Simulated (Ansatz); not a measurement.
The lowest doublet and quartet of HSi (SMILES [SiH]); geometries from B3LYP-D3(BJ)/def2-TZVP, each state relaxed from the structure named, with no frequency check.
Doublet at the quartet's geometry (charge 0, multiplicity 2):
```xyz
2

Si     0.0000     0.0000    -0.1004
H      0.0000     0.0000     1.4055
```

A positive gap puts the quartet lower; no zero-point energy. U- takes an unrestricted doublet. The quartet is unrestricted in single-reference levels. Active spaces average the two states.

Cores are frozen in the correlated methods.

Codes used: Ansatz (Gaussian basis) for Hartree–Fock, density functionals and correlated methods. Values without a source in brackets are computed.

**Question.** One of these levels gives -174.0 kJ/mol for the gap E(doublet) − E(quartet), vertical, at the quartet's geometry. Which one is it?
A. U-CCSDT(Q)/cc-pV(Q+d)Z
B. SA-CASSCF(5,5)/cc-pV(T+d)Z
C. U-B2PLYP/def2-TZVPP
D. U-HF/cc-pV(D+d)Z

**Answer.** C, U-B2PLYP/def2-TZVPP. The others give -93.0 (U-HF/cc-pV(D+d)Z), -161.1 (U-CCSDT(Q)/cc-pV(Q+d)Z), -118.6 (SA-CASSCF(5,5)/cc-pV(T+d)Z)

Ansatz is an electronic-structure program.
